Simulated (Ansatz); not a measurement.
Consider the redistribution: `[CH3][AlH][BH]N` + `BC[SiH2]F` → `BCBN` + `[CH3][AlH][SiH2]F`.

Program: Ansatz. Geometries: PBE0-D4/def2-TZVP. ΔE: electronic, gas phase. CBS: MP2 limit from def2 TZ/QZ plus the TZ coupled-cluster correction, frozen cores. Functionals use def2-TZVPP. Each species was taken in one conformer, which may not be the lowest.

| species | B97M-V energy (Eh) |
| --- | --- |
| `[CH3][AlH][BH]N` | -364.36664 |
| `BC[SiH2]F` | -455.92975 |
| `BCBN` | -146.86709 |
| `[CH3][AlH][SiH2]F` | -673.44049 |

Q: Work out ΔE.

A: ΔE = (-146.86709) + (-673.44049) − (-364.36664) − (-455.92975) = -0.01119 Eh = -0.30 eV. CCSD(T)/CBS gives -0.23 eV.

Largest T1 diagnostic among the species: 0.012.

Leaving LDA and LC-ωPBE aside and taking each functional with its dispersion term where it has one, the values, not all of them listed here, spread over 0.11 eV, from PBE-D4 to ωB97M-V. At CCSD(T), def2-SVP lies −0.05 eV from the extrapolated value and def2-TZVPP +0.01 eV.
